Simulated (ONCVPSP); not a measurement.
**cobalt (Co), ONCV: configuration errors across variants**

```json
{"Element": "Co", "Generator": "ONCVPSP 4.0.1", "Type": "optimised norm-conserving Vanderbilt (ONCV)", "Functional": "PBE", "Relativity": "scalar-relativistic", "Frozen core": "[Ne]", "Valence charge": "17", "Reference configuration": "3s2 3p6 3d7.5 4s1.5", "Partial waves": "3s+4s: rc 1.05 bohr, ncon 4, nbas 8, qcut 13.5 1/bohr, 2 projectors; 3p: rc 1.20 bohr, ncon 5, nbas 9, qcut 13.8 1/bohr, 2 projectors, debl 4 Ha; 3d: rc 0.95 bohr, ncon 4, nbas 8, qcut 18 1/bohr, local", "Local potential": "the d channel", "Core correction": "none"}
```

All-electron excitation energies from the reference (eV): (1) 3s2 3p6 3d7 4s2 0.961; (2) 3s2 3p6 3d7 4s1 9.991; (3) 3s2 3p6 3d7 4s0 26.777; (4) 3s2 3p6 3d7 4s1 4p1 5.312.

2 further variants failed, have other tests or too few solved ones, and are left out.

A true bound ghost makes a file unfit for plane-wave use even where its test errors are small: the radial tests pick states by their node count and pass the ghost by.

Errors AE − PS in meV (a dash: test not solved or not reliable):

| change | (1) | (2) | (3) | (4) | bound ghosts | GHOST(+) flags above zero |
| --- | --- | --- | --- | --- | --- | --- |
| base | +0.4 | -0.6 | -1.7 | -0.3 | none | s, p |
| all radii scaled by about 0.77 (s 0.82, p 0.92, d 0.74 bohr) | +1.6 | +0.8 | -0.1 | +1.2 | none | s |
| all radii scaled by about 0.84 (s 0.88, p 1.02, d 0.80 bohr) | +1.0 | +0.2 | -0.8 | +0.6 | none | s |
| all radii scaled by about 0.89 (s 0.94, p 1.08, d 0.84 bohr) | +0.8 | 0.0 | -1.1 | +0.4 | none | s |
| all radii scaled by about 0.97 (s 1.02, p 1.16, d 0.92 bohr) | +0.5 | -0.5 | -1.6 | -0.1 | none | s |
| all radii scaled by about 1.07 (s 1.12, p 1.28, d 1.02 bohr) | +0.2 | -0.9 | -2.1 | -1.9 | p | s |
| all radii scaled by about 1.20 (s 1.26, p 1.44, d 1.14 bohr) | -0.3 | -1.7 | -3.1 | -0.6 | s | none |

Give the same row for: all radii scaled by about 1.13 (s 1.18, p 1.36, d 1.08 bohr).

0.0, -1.2, -2.4, +0.3; bound ghosts: none; GHOST(+) flags above zero: s.
